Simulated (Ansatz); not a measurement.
A run for Ansatz (a first-principles code): U-CCSD(T)/cc-pVDZ on C3H4 (SMILES [CH]C=C), 2S+1 = 3, a spin state set in the input, which need not be the lowest.

Ansatz 0.2 input:
```yaml
crystal:
  periodic: [false, false, false]
  atoms:
    - {symbol: C, position_ang: [-1.17470736, 0.29075072, -0.46019936]}
    - {symbol: C, position_ang: [-0.09831460, -0.36983274, 0.04544107]}
    - {symbol: C, position_ang: [1.13195193, 0.17989873, 0.34545651]}
    - {symbol: H, position_ang: [-2.18157747, 0.03334489, -0.74673959]}
    - {symbol: H, position_ang: [-0.22691732, -1.44071664, 0.22993543]}
    - {symbol: H, position_ang: [1.92914362, -0.42947831, 0.74553038]}
    - {symbol: H, position_ang: [1.32577134, 1.23194975, 0.18708442]}
basis:
  gaussian:
    orbitals: cc-pVDZ
magnetization: {spin_polarized: true, initial_magnetization: 2}
correlation: {method: ccsd_t, electrons: outside_noble_gas}
scf: {omitted_lower_state_checks: [cluster_reference]}
```

Q: What total energy does the run end on?

A: -116.2356 hartree (reference determinant -115.8409, T1 diagnostic 0.030). Its determinant has ⟨S²⟩ = 2.23, a mixture of spin states.

Q: How many basis functions does it have, and what does it roughly cost on one machine?

A: 62 functions; about 5 core-seconds (a rough figure).
